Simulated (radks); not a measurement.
The numbers below are computed, except where a source is named.
Excited configurations of Ru3+: one electron is placed in a higher orbital outside [Kr] 4d4. The ground configuration is [Kr] 4d5. Level of theory: scalar-relativistic Kohn-Sham, r2SCAN, spin-polarised, spherical densities, finite nucleus; open shells are filled with parallel spins first (spin-orbit coupling, left out, can overturn this in heavy ions); meta-GGA in the generalised Kohn-Sham scheme; Fermi nuclear charge, rms radius 4.4809 fm (a radial shooting solver on a logarithmic mesh with Libxc functionals). Excitation = E - E(ground); binding = E(ion) - E, where the ion is the core of charge +4; n* = 4/sqrt(2 binding) in atomic units, and the quantum defect is n - n*.

[
 {"outer orbital": "4f", "excitation (eV)": "31.209", "binding (eV)": "15.241", "n*": "3.779", "quantum defect": "0.221", "eigenvalue (eV)": "-12.407", "<r> (bohr)": "3.531"},
 {"outer orbital": "5d", "excitation (eV)": "28.043", "binding (eV)": "18.408", "n*": "3.439", "quantum defect": "1.561", "eigenvalue (eV)": "-15.991", "<r> (bohr)": "3.832"},
 {"outer orbital": "7s", "excitation (eV)": "35.690", "binding (eV)": "10.760", "n*": "4.498", "quantum defect": "2.502", "eigenvalue (eV)": "-9.722", "<r> (bohr)": "7.737"},
 {"outer orbital": "7p", "excitation (eV)": "37.015", "binding (eV)": "9.435", "n*": "4.803", "quantum defect": "2.197", "eigenvalue (eV)": "-8.494", "<r> (bohr)": "8.605"},
 {"outer orbital": "7f", "excitation (eV)": "41.309", "binding (eV)": "5.141", "n*": "6.507", "quantum defect": "0.493", "eigenvalue (eV)": "-4.566", "<r> (bohr)": "14.54"}
]

The Delta-SCF ionisation energy is 46.450 eV (NIST Atomic Spectra Database: 45 eV, theoretical). Self-interaction in the functional shifts the binding energies and quantum defects, so they are the method's values and not measured ones. Open shells are spherical and high-spin; term and fine-structure splittings are not resolved.
